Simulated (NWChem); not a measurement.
C₃H₂BF₃; SMILES B(F)(F)[C@H](F)C#C

```xyz
9

C      1.0424    -2.3288     0.5436
C      0.3635    -1.4678     0.0305
C     -0.4269    -0.3911    -0.5570
F     -1.7603    -0.4999    -0.2321
B      0.1713     0.9883    -0.0471
F      1.3429     1.3938    -0.4851
F     -0.4762     1.7424     0.8059
H      1.6418    -3.1002     0.9924
H     -0.3303    -0.4415    -1.6588
```
Atoms are numbered in this order, from 1.

Results from NWChem. Coordinates come from a PBE0/def2-SVP optimisation.

Problem. Estimate the computed values for B3LYP/def2-TZVPP. Quantities: highest occupied level (eV); orbital gap (eV); dipole (D).

Solution. 
```yaml
highest occupied level (eV): -8.04
orbital gap (eV): 7.11
dipole (D): 1.68
```
